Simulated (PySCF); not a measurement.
# Correlation energy of Br³⁺ (bromine, charge +3)

[Ar] 3d10 4s2 4p2, high-spin 3P determinant. Computed with PySCF 2.14 in cc-pVDZ-PP with ECP10MDF (4s3p2d, 23 functions), with a scalar-relativistic core potential. Frozen: 3s2 3p6 3d10; 4 electrons correlated.

MP2 pair energies summed by pair of shells (mhartree):

| pair | energy | share (%) |
| --- | --- | --- |
| 4s-4p | -27.31 | 61.6 |
| 4s-4s | -12.53 | 28.3 |
| 4p-4p | -4.46 | 10.1 |

Total MP2 correlation energy: -44.30 mhartree.

Same-spin part -6.86 and opposite-spin part -37.45 mhartree; SCS-MP2 scales them by 1/3 and 6/5 to -47.22 mhartree.

```
  level  correlation energy (mhartree)
   CCSD                         -60.77
    (T)                          -0.49
CCSD(T)                         -61.26
```

Diagnostics: T1 = 0.0051, D1 = 0.0142, largest double amplitude 0.093.

**Question.** Is a single reference adequate?

**Answer.** Mostly. T1 lies below 0.03, but a double amplitude of this size points to a near-degeneracy that CCSD handles and MP2 describes poorly.
